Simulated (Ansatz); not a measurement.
H9NOSi3 can be A, `N[SiH](O)[SiH2][SiH3]`, or B, `[SiH3]N[SiH2]O[SiH3]`.

Calculated with Ansatz (gas phase, PBE0-D4/def2-TZVP geometries, no zero-point term in ΔE). CCSD(T)/CBS adds triple-zeta CCSD(T) − MP2 to the extrapolated MP2 energy (def2 sets, frozen cores). Functionals use def2-TZVPP. B3LYP here is the variant with VWN-RPA as its local correlation; programs differ in this. Each species was taken in one conformer, which may not be the lowest.

Q: Which is lower in electronic energy at CCSD(T)/CBS, and by how much? (Best estimate.)

A: Ansatz gave: B, by 37.8 kcal/mol.

Q: Give E(B) − E(A) in kcal/mol with B3LYP, CCSD(T)/def2-TZVPP, B3LYP-D4, PBE0-D4, ωB97M-V, MP2/def2-TZVPP, HF/def2-TZVPP. (Best estimate.)

A: The calculation gave: B3LYP -36.7, CCSD(T)/def2-TZVPP -38.0, B3LYP-D4 -37.3, PBE0-D4 -30.0, ωB97M-V -38.7, MP2/def2-TZVPP -41.2, HF/def2-TZVPP -48.1. None reverses the order clearly.

Largest T1 diagnostic: 0.013.

From PBE to PBE0 (25 % exact exchange), in def2-TZVPP and without D4, E(B) − E(A) moves by −3.8 kcal/mol. In def2-TZVPP, CCSD(T) changes the Hartree–Fock value by +10.0 kcal/mol (the triples alone add +1.4 kcal/mol) and MP2 by +6.8 kcal/mol.
